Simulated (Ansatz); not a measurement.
Relaxation of FGeH₆N (9 atoms, charge 0, multiplicity 1), to a largest force component of 0.03 eV/Å in at most 50 steps.

All numbers below come from RHF/def2-SVP (Ansatz 0.2.0).

```xyz
9
Properties=species:S:1:pos:R:3:forces:R:3
Ge 0.244 -0.027 -0.026 0.30 -0.04 0.05
H 0.187 -0.169 1.505 0.41 0.06 -0.39
H 1.665 0.160 -0.549 0.04 0.01 0.03
F -0.591 1.432 -0.447 0.02 0.03 0.03
H -0.471 -1.166 -0.742 0.00 -0.04 0.01
N -2.543 0.007 1.385 0.58 -0.31 0.61
H -2.815 -0.706 0.731 0.01 0.02 0.02
H -2.401 0.867 0.887 -0.02 -0.01 0.00
H -1.656 -0.265 1.820 -1.32 0.29 -0.36
```

Problem. Where does it end, and by what steps?

Solution. It converged. The force dipped under the threshold on the way, but the program's further checks kept it going. After 10 steps the energy has fallen by 0.241 eV; H9 moved furthest, 0.83 Å.

```tsv
step	energy less start (eV)	largest force component (eV/Å)	accepted
0	0.0000	1.320	yes
1	-0.1516	0.390	yes
2	-0.2015	0.422	yes
3	-0.2239	0.144	yes
4	-0.2303	0.069	yes
5	-0.2343	0.082	yes
6	-0.2379	0.089	yes
7	-0.2404	0.023	yes
8	-0.2410	0.026	yes
9	-0.2411	0.037	yes
10	-0.2412	0.013	yes
```

```xyz
9
Properties=species:S:1:pos:R:3
Ge 0.554 -0.051 -0.147
H 0.792 -0.277 1.343
H 1.836 0.310 -0.890
F -0.485 1.332 -0.274
H -0.189 -1.213 -0.799
N -2.969 0.089 1.414
H -3.032 -0.718 0.819
H -2.500 0.814 0.898
H -2.390 -0.153 2.200
```

Whether the end is a true minimum wasn't checked by a vibrational analysis.

Run time: 17 s on 1 thread of Arm Neoverse V2, with other jobs on the host, peak memory 0.17 GiB.
